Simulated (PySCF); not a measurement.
**How the method moves the HOMO and LUMO of `N[SiH2]S[SiH2]P`**

Species: H8NPSSi2.
Numbering: `[NH2:1][SiH2:2][S:3][SiH2:4][PH2:5]` (hydrogens: H6, H7 on N1; H8, H9 on Si2; H10, H11 on Si4; H12, H13 on P5)

Structure used (PBE0-D3(BJ)/def2-SVP), in Å, numbered top down from 1:
```
atom  x, y, z in Å
N1     1.5922    0.4613   -0.8059
Si2    1.6339   -0.4202    0.6750
S3    -0.1296   -0.0976    1.8653
Si4   -1.6207   -0.6853    0.4239
P5    -2.2927    0.9288   -1.0056
H6     1.8486    0.0237   -1.6821
H7     1.6626    1.4713   -0.8421
H8     2.7320   -0.0326    1.6094
H9     1.7666   -1.8508    0.2751
H10   -2.8012   -1.1347    1.2173
H11   -1.1043   -1.8268   -0.3924
H12   -0.9427    1.2233   -1.3651
H13   -2.3365    1.9266    0.0160
```

Basis pcSseg-1 throughout (PySCF), one geometry. Isolated species at its PBE0-D3(BJ)/def2-SVP geometry (one conformer only).

How do the orbital energies, the gap and the dipole change with the method?

```json
{"method": "BLYP", "kind": "GGA", "HOMO (eV)": "-5.78", "LUMO (eV)": "-0.75", "gap (eV)": "5.03", "μ (D)": "2.53", "SCF cycles": "13"}
{"method": "B97-D", "kind": "GGA", "HOMO (eV)": "-5.94", "LUMO (eV)": "-0.79", "gap (eV)": "5.15", "μ (D)": "2.57", "SCF cycles": "13"}
{"method": "PBE", "kind": "GGA", "HOMO (eV)": "-5.98", "LUMO (eV)": "-0.92", "gap (eV)": "5.06", "μ (D)": "2.60", "SCF cycles": "14"}
{"method": "OPBE", "kind": "GGA", "HOMO (eV)": "-6.02", "LUMO (eV)": "-0.80", "gap (eV)": "5.22", "μ (D)": "2.62", "SCF cycles": "15"}
{"method": "KT3", "kind": "GGA", "HOMO (eV)": "-6.05", "LUMO (eV)": "-0.92", "gap (eV)": "5.13", "μ (D)": "2.49", "SCF cycles": "14"}
{"method": "KT2", "kind": "GGA", "HOMO (eV)": "-6.05", "LUMO (eV)": "-1.03", "gap (eV)": "5.02", "μ (D)": "2.53", "SCF cycles": "15"}
{"method": "LDA", "kind": "LDA", "HOMO (eV)": "-6.07", "LUMO (eV)": "-1.12", "gap (eV)": "4.95", "μ (D)": "2.68", "SCF cycles": "13"}
{"method": "BP86", "kind": "GGA", "HOMO (eV)": "-6.09", "LUMO (eV)": "-1.01", "gap (eV)": "5.08", "μ (D)": "2.61", "SCF cycles": "13"}
{"method": "B3LYP", "kind": "global hybrid", "HOMO (eV)": "-6.84", "LUMO (eV)": "-0.25", "gap (eV)": "6.60", "μ (D)": "2.56", "SCF cycles": "12"}
{"method": "B97-2", "kind": "global hybrid", "HOMO (eV)": "-6.88", "LUMO (eV)": "-0.09", "gap (eV)": "6.79", "μ (D)": "2.60", "SCF cycles": "12"}
{"method": "PBE0", "kind": "global hybrid", "HOMO (eV)": "-7.11", "LUMO (eV)": "-0.08", "gap (eV)": "7.02", "μ (D)": "2.63", "SCF cycles": "12"}
{"method": "mPW1PW91", "kind": "global hybrid", "HOMO (eV)": "-7.13", "LUMO (eV)": "-0.08", "gap (eV)": "7.05", "μ (D)": "2.62", "SCF cycles": "12"}
{"method": "BHandHLYP", "kind": "global hybrid", "HOMO (eV)": "-8.05", "LUMO (eV)": "0.90", "gap (eV)": "8.95", "μ (D)": "2.59", "SCF cycles": "11"}
{"method": "CAM-B3LYP", "kind": "range-separated hybrid", "HOMO (eV)": "-8.30", "LUMO (eV)": "1.01", "gap (eV)": "9.31", "μ (D)": "2.60", "SCF cycles": "12"}
{"method": "wB97X-D", "kind": "range-separated hybrid", "HOMO (eV)": "-8.90", "LUMO (eV)": "1.61", "gap (eV)": "10.51", "μ (D)": "2.67", "SCF cycles": "12"}
{"method": "HF", "kind": "Hartree–Fock", "HOMO (eV)": "-9.60", "LUMO (eV)": "3.28", "gap (eV)": "12.88", "μ (D)": "2.66", "SCF cycles": "10"}
{"method": "LC-wPBE", "kind": "range-separated hybrid", "HOMO (eV)": "-9.67", "LUMO (eV)": "2.09", "gap (eV)": "11.76", "μ (D)": "2.70", "SCF cycles": "13"}
```

The HOMO spans 3.90 eV, from BLYP down to LC-wPBE, and the gap runs from 4.95 eV (LDA) to 12.88 eV (HF). Over the methods BLYP (0 %), B97-D (0 %), PBE (0 %), OPBE (0 %), KT3 (0 %), KT2 (0 %), LDA (0 %), BP86 (0 %), B3LYP (20 %), B97-2 (21 %), PBE0 (25 %), mPW1PW91 (25 %), BHandHLYP (50 %), HF (100 %), a straight line through the gap against the share of exact exchange rises by 0.78 eV for each 10 % (correlation coefficient 1.000). The dipole ranges from 2.49 D (KT3) to 2.70 D (LC-wPBE). This basis has no diffuse functions.
